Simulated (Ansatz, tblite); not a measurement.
Adding an electron: TiSe₂⁺. Charge 1, multiplicity 2. Geometry: PBE0-D4/def2-TZVP. Ansatz, gas phase; energy differences of separate SCF runs; the reduced species is a singlet (the triplet lies 0.10 eV higher at PBE0-D4/def2-TZVP).

```xyz
3

Ti    0.3489    0.8745    0.4434
Se   -0.9967    0.4118   -1.2496
Se    0.6477   -1.2863    0.8061
```

The xTB rows come from tblite. The order of the spin states hangs on the level: the quartet lies 0.36 eV below the doublet at PBE0-D4/def2-TZVP, but 0.60 eV above it at PBE-D4/def2-TZVP. The structure comes from a short search, and lower isomers may exist.

Problem. Estimate orbital energies and vertical electron affinities at: GFN1-xTB; GFN2-xTB; PBE-D4/def2-TZVP; r2SCAN-D4/def2-TZVP; PBE0-D4/def2-TZVP.

Solution. 
| level | −HOMO (eV) | −LUMO (eV) | vertical EA (eV) | HOMO–LUMO gap (eV) | remarks |
| --- | --- | --- | --- | --- | --- |
| GFN1-xTB | – | – | 13.15 | – | – |
| GFN2-xTB | – | – | 12.65 | – | – |
| PBE-D4/def2-TZVP | 11.00 | 10.18 | 7.43 | 0.82 | restricted singlet, untested (singlet) |
| r2SCAN-D4/def2-TZVP | 11.32 | 10.02 | 7.47 | 1.29 | restricted singlet, untested (singlet) |
| PBE0-D4/def2-TZVP | 12.12 | 9.32 | 7.48 | 2.80 | restricted singlet, untested (singlet), spin-contaminated (⟨S²⟩ 0.90) (+1 doublet) |

  HOMO and LUMO are the levels of the spin that leaves or enters (xTB has no such levels and no spin-polarisation term). Other spin states of the ions may lie lower, which would lower the ionisation energy or raise the affinity. Raw xTB energy differences between charge states are shifted by several eV; the methods need an empirical correction for them.
